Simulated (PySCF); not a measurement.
# Computed records: CH$_{8}$BNSi, CH$_{6}$ClNSi

All values are calculated (PySCF 2.14.0). Calculation on a computer-drawn molecule: optimised geometry and harmonic frequencies of an isolated molecule of the commonest isotopes, restricted reference for singlets and unrestricted otherwise, frozen core in MP2.

Common to all runs: charge 0; multiplicity 1; method HF; basis cc-pV(D+d)Z.

```yaml
- entry: 1
  formula: CH8BNSi
  start_structure:
    atoms_angstrom:
      - [C, -1.6073, 0.2691, 0.8942]
      - [B, -1.7924, 0.4473, -0.6467]
      - ["N", -2.2963, -0.5599, -1.3205]
      - [Si, -1.2545, 2.1404, -1.5742]
      - [H, -0.602, 0.4677, 1.309]
      - [H, -2.1909, 1.1052, 1.4697]
      - [H, -1.9462, -0.6916, 1.3948]
      - [H, -2.4408, -0.5673, -2.3136]
      - [H, -2.6709, -1.4658, -0.8802]
      - [H, -1.9505, 3.3792, -1.083]
      - [H, 0.2305, 2.4195, -1.4321]
      - [H, -1.4146, 2.0399, -3.05]
  given:
    drawn_bonds_atom: [1, 2, 2, 1, 1, 1, 3, 3, 4, 4, 4]
    drawn_bonds_other_atom: [2, 3, 4, 5, 6, 7, 8, 9, 10, 11, 12]
    drawn_bonds_order: [1, 1, 1, 1, 1, 1, 1, 1, 1, 1, 1]
  results:
    optimised_atom_element: [C, B, "N", Si, H, H, H, H, H, H, H, H]
    "optimised_atom_x [angstrom]": [-1.626, -1.788, -2.328, -1.211, -0.5779, -2.182, -1.971, -2.455, -2.629, -1.948, 0.2393, -1.458]
    "optimised_atom_y [angstrom]": [0.3141, 0.4444, -0.6067, 2.151, 0.4409, 1.108, -0.6465, -0.5833, -1.465, 3.345, 2.426, 2.055]
    "optimised_atom_z [angstrom]": [0.9759, -0.6006, -1.341, -1.59, 1.268, 1.488, 1.372, -2.331, -0.923, -1.093, -1.401, -3.057]
    "modes_frequency [cm^-1]": [74.5, 116.9, 195.9, 317.9, 321.2, 538.3, 582.4, 601.5, 618.5, 704.5, 894.4, 939.0, 955.7, 998.8, 1028, 1029, 1223, 1387, 1455, 1560, 1567, 1760, 2260, 2268, 2281, 3150, 3216, 3222, 3796, 3901]
    "modes_reduced_mass [dalton]": [1.046, 1.068, 2.436, 1.705, 2.843, 3.37, 1.141, 1.307, 1.275, 1.171, 2.013, 1.288, 1.586, 1.114, 1.036, 1.038, 2.228, 2.819, 1.517, 1.049, 1.084, 1.215, 1.047, 1.049, 1.023, 1.038, 1.097, 1.102, 1.051, 1.098]
    "rotational_constants [GHz]": [7.685, 3.568, 2.546]
    "total_energy [hartree]": -410.6467
    "convergence_status_largest_gradient_component [hartree/bohr]": 2.062e-05
- entry: 2
  formula: CH6ClNSi
  start_structure:
    atoms_angstrom:
      - ["N", -2.7002, 0.8934, -1.5147]
      - [C, -1.2003, 0.7286, -1.6839]
      - [Si, -0.8046, 0.5154, -3.5147]
      - [Cl, -1.7928, -1.1066, -4.276]
      - [H, -2.9463, 0.9328, -0.5452]
      - [H, -2.9441, 1.6957, -1.9103]
      - [H, -0.9906, -0.2417, -1.1488]
      - [H, -0.6823, 1.496, -1.2431]
      - [H, 0.6612, 0.2506, -3.6845]
      - [H, -1.2685, 1.6601, -4.2873]
  given:
    drawn_bonds_atom: [1, 2, 3, 1, 1, 2, 2, 3, 3]
    drawn_bonds_other_atom: [2, 3, 4, 5, 6, 7, 8, 9, 10]
    drawn_bonds_order: [1, 1, 1, 1, 1, 1, 1, 1, 1]
  results:
    optimised_atom_element: ["N", C, Si, Cl, H, H, H, H, H, H]
    "optimised_atom_x [angstrom]": [-2.694, -1.275, -0.8302, -1.643, -2.944, -2.905, -1.054, -0.5961, 0.6337, -1.361]
    "optimised_atom_y [angstrom]": [0.9603, 0.6635, 0.4864, -1.249, 0.9534, 1.884, -0.2937, 1.4, 0.3983, 1.62]
    "optimised_atom_z [angstrom]": [-1.52, -1.687, -3.506, -4.299, -0.5459, -1.857, -1.206, -1.229, -3.672, -4.287]
    "modes_frequency [cm^-1]": [90.5, 162.5, 269.0, 304.8, 538.6, 605.2, 708.4, 745.9, 828.8, 942.6, 1009, 1032, 1141, 1197, 1372, 1474, 1575, 1794, 2334, 2337, 3096, 3210, 3716, 3793]
    "modes_reduced_mass [dalton]": [3.416, 2.374, 1.516, 1.799, 10.13, 1.661, 2.075, 1.118, 1.298, 1.173, 1.301, 1.065, 2.585, 1.175, 1.26, 1.393, 1.085, 1.086, 1.047, 1.035, 1.072, 1.089, 1.051, 1.093]
    "rotational_constants [GHz]": [8.002, 2.385, 2.024]
    "total_energy [hartree]": -844.3015
    "convergence_status_largest_gradient_component [hartree/bohr]": 1.316e-05
```
